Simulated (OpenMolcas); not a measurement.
# Potential curves of SnC: spin-free states

Computed with OpenMolcas 26.06: state-averaged CASSCF(8,8) over Sn 5s 5p, C 2s 2p, XMS-CASPT2 (IPEA 0.25, imaginary shift 0.2 hartree), scalar X2C, ANO-RCC-VTZP, then RASSI spin–orbit state interaction with atomic mean-field integrals. C2 symmetry about the axis (a holds Σ, Δ, Γ; b holds Π, Φ, H; Σ⁺ and Σ⁻ are not told apart); roots by multiplicity and irrep: 3b 8, 1a 5, 1b 6, 5b 4, 5a 1.

XMS-CASPT2 energies in eV from the lowest point. Curves are followed by energy order within each symmetry, so they are adiabatic and may change character at avoided crossings; Σ⁺ and Σ⁻ are counted together.

| R (Å) | (1)3Π | (1)1Σ | (1)1Π | (1)1Δ | (1)5Π |
| --- | --- | --- | --- | --- | --- |
| 1.745 | 0.994 | 1.087 | 1.824 | 2.817 | 3.588 |
| 1.846 | 0.315 | 0.600 | 1.141 | 1.842 | 2.481 |
| 1.938 | 0.056 | 0.527 | 0.870 | 1.321 | 1.867 |
| 2.029 | 0.000 | 0.613 | 0.816 | 1.059 | 1.516 |
| 2.131 | 0.112 | 0.800 | 0.917 | 0.970 | 1.331 |
| 2.232 | 0.329 | 1.011 | 1.121 | 1.019 | 1.302 |
| 2.374 | 0.723 | 1.311 | 1.483 | 1.230 | 1.405 |
| 2.557 | 1.278 | 1.703 | 1.979 | 1.607 | 1.670 |
| 2.841 | 2.090 | 2.272 | 2.608 | 2.206 | 2.169 |
| 3.246 | 2.867 | 2.842 | 3.052 | 2.828 | 2.747 |

(1) With masses 119.902 and 12.000 u, fit the curves (1)3Π, (1)1Σ, (1)1Π, (1)1Δ near their minima.

The 5 lowest clean curves are shown; the next is (2)3Π, from 2.36 eV. Left out for impure symmetry, kinks or missing points, though low: (2)1Σ, (3)1Σ. Only roots inside an energy window near the equilibrium distance were included, so the list of states is not complete; labels number the states computed. Each spin and symmetry block has orbitals of its own, averaged over its own roots, so gaps between blocks are less sure than gaps within one and near the minimum can be off by tenths of an eV, in bad cases by more. No Rydberg orbitals are active, so Rydberg states, and σ→σ* states whose orbital the CASSCF left unused, can be missing between those listed. CASPT2 splits the two components of degenerate states numerically, here by up to 126 cm⁻¹. No roots were computed in block 3a (none fell in the window or the block failed), so states of that kind are missing and can lie low or lowest. Points that failed a check (symmetry, reference weights, a jump) are left out.

## Answers

(1) At XMS-CASPT2, Te from the lowest curve (the fit fixes ωe to a per cent or two; the method's Re and ωe can be off by some per cent):

| curve | Te (cm⁻¹) | Re (Å) | ωe (cm⁻¹) |
| --- | --- | --- | --- |
| (1)3Π | 0 | 2.011 | 674.2 |
| (1)1Σ | 4230 | 1.923 | 729.9 |
| (1)1Π | 6560 | 2.013 | 670.5 |
| (1)1Δ | 7820 | 2.138 | 568.8 |
